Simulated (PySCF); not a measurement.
A structure optimised at PBE-D3(BJ)/def2-SVP, used in a PySCF frequency run:

```
Mo
O 1 1.6850
S 1 2.1304 2 109.60
Cl 1 2.2738 2 110.87 3 121.51
S 1 2.3279 2 105.24 3 -116.62
H 5 1.3665 1 94.41 2 157.64
```
Charge 0, spin multiplicity 1.

Question: Write its SMILES and formula.

Answer: [O]=[Mo](=[S])([SH])[Cl], ClHMoOS2

Question: What are its rotational constants (standard atomic weights)?

Answer: 1.7165, 1.4827, 1.1091 GHz
